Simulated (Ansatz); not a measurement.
Cs2Br2 (the lowest singlet isomer of a short search) was relaxed with PBE-D4 (def2-SVP) in Ansatz in these states: neutral quintet, neutral singlet, neutral triplet. The geometries follow in no particular order.

In the def2 sets Cs takes a core potential; there is no spin–orbit coupling.

A:

```xyz
4

Cs    0.057    3.149   -0.666
Cs    0.191   -3.109    0.813
Br    0.651   -0.295   -1.306
Br   -0.899    0.255    1.159
```

B:

Cartesian coordinates in Å:
```
Cs -2.4642 1.9131 -0.5062
Cs 2.3635 -2.0122 0.5941
Br 0.8761 1.9222 3.0137
Br -0.7754 -1.8231 -3.1016
```

C:

```xyz
4

Cs    1.8925   -0.8124   -1.2271
Cs   -1.9034    0.8384    1.1931
Br    1.3251    1.7211    0.9021
Br   -1.3142   -1.7472   -0.8681
```

Task: Judge from the bond lengths which geometry belongs to which state (an estimate).

Result: A is the neutral triplet (Cs1–Cs2 6.432 Å, Cs1–Br3 3.553 Å, Cs2–Br4 3.553 Å); B is the neutral quintet (Cs1–Cs2 6.319 Å, Cs1–Br3 4.853 Å, Cs2–Br4 4.852 Å); C is the neutral singlet (Cs1–Cs2 4.795 Å, Cs1–Br3 3.358 Å, Cs2–Br4 3.359 Å).

In the triplet, Br3 and Br4 lie 2.96 Å apart (atoms count from 1), so these atoms are partly bonded to each other.
